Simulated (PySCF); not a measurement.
Compound: FGaH5N.
Bonds: N1–Ga2, Ga2–F3. Hydrogens: H4, H5, H6 on N1; H7, H8 on Ga2.

A GFN2-xTB structure was refined with PySCF, PBE0-D3(BJ)/def2-SVP geometry optimisation, gas phase. Its GFN2-xTB values:

```
coordinate  GFN2-xTB
    N1–Ga2   2.201 Å
     N1–H4   1.003 Å
    Ga2–F3   1.758 Å
    Ga2–H7   1.533 Å
 N1–Ga2–F3     89.4°
 N1–Ga2–H7    103.8°
 Ga2–N1–H4    124.4°
 Ga2–N1–H5    103.1°
 F3–Ga2–H7    113.8°
  H4–N1–H5    109.8°
 H7–Ga2–H8    125.2°
```

**Question.** How do these coordinates change at the PBE0-D3(BJ)/def2-SVP level?

**Answer.** 
```tsv
coordinate	PBE0-D3(BJ)/def2-SVP (Å or °)	change
N1–Ga2	2.133	-0.068
Ga2–H7	1.574	+0.041
Ga2–F3	1.788	+0.030
N1–H4	1.020	+0.017
Ga2–N1–H4	116.3	-8.1
Ga2–N1–H5	108.4	+5.3
N1–Ga2–H7	101.9	-1.9
H4–N1–H5	108.2	-1.6
N1–Ga2–F3	90.8	+1.4
H7–Ga2–H8	126.4	+1.2
F3–Ga2–H7	113.4	-0.4
```

The energy falls by 8.9 kJ/mol over 8 energy and gradient evaluations, the largest force component goes from 0.0305 to 1.0e-04 Eh/bohr, and the atoms move by 0.078 Å rms after alignment. The bond that changes most is N1–Ga2 (ends: nitrogen bonded to Ga and 3 H; gallium bonded to F, N and 2 H), which shortens by 0.068 Å. Bonds longer at the end by more than 0.005 Å: 4 of 7; shorter: 3. Rotational constants go from 9658, 6090, 4039 to 9609, 6209, 4098 MHz.

The run used 85 basis functions and 48 SCF cycles in all.

PBE0-D3(BJ)/def2-SVP frequencies: not computed here.
